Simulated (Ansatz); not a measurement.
`C[CH2][AlH][SH]` + H₂ → `[CH3][AlH][SH]` + CH₄  (hydrogenolysis of a C–C bond)

Program: Ansatz. Geometries: PBE0-D4/def2-TZVP. ΔE: electronic, gas phase. CBS: MP2 limit from def2 TZ/QZ plus the TZ coupled-cluster correction, frozen cores. This one scheme is used for every species. Functionals use def2-TZVPP. Each species was taken in one conformer, which may not be the lowest.

(1) Is it downhill or uphill in electronic energy at CCSD(T)/CBS, and by how much? (Estimate.)

(2) What do these levels give: PBE-D4, B97M-V, ωB97M-V, PBE, CAM-B3LYP, LC-ωPBE, CCSD/def2-SVP, CCSD(T)/def2-SVP, MP2/def2-TZVPP, CCSD/def2-TZVPP, SCS-MP2/def2-QZVPP, MP2/CBS(def2)? (An estimate is asked.)

Largest T1 diagnostic among the species: 0.010.

Results:

(1) Ansatz gave: Downhill: ΔE = -20.1 kcal/mol.

(2) Ansatz gave: PBE-D4 -19.6, B97M-V -22.4, ωB97M-V -20.6, PBE -21.0, CAM-B3LYP -22.7, LC-ωPBE -21.8, CCSD/def2-SVP -20.9, CCSD(T)/def2-SVP -20.1, MP2/def2-TZVPP -19.7, CCSD/def2-TZVPP -21.3, SCS-MP2/def2-QZVPP -20.2, MP2/CBS(def2) -19.4 kcal/mol.

The D4 term adds +2.3 kcal/mol with B3LYP and +1.3 kcal/mol with PBE0; it sums over pairs of atoms, weighted by their polarisabilities, and B3LYP, whose exchange is more repulsive, gets the larger term. Leaving LDA and LC-ωPBE aside and taking each functional with its dispersion term where it has one, the values, not all of them listed here, spread over 4.1 kcal/mol, from B97M-V to revPBE-D4. LDA lies +2.0 kcal/mol from PBE without D4. In def2-TZVPP, CCSD(T) changes the Hartree–Fock value by +4.8 kcal/mol (the triples alone add +0.9 kcal/mol) and MP2 by +5.4 kcal/mol.

B3LYP here is the variant with VWN-RPA as its local correlation; programs differ in this.
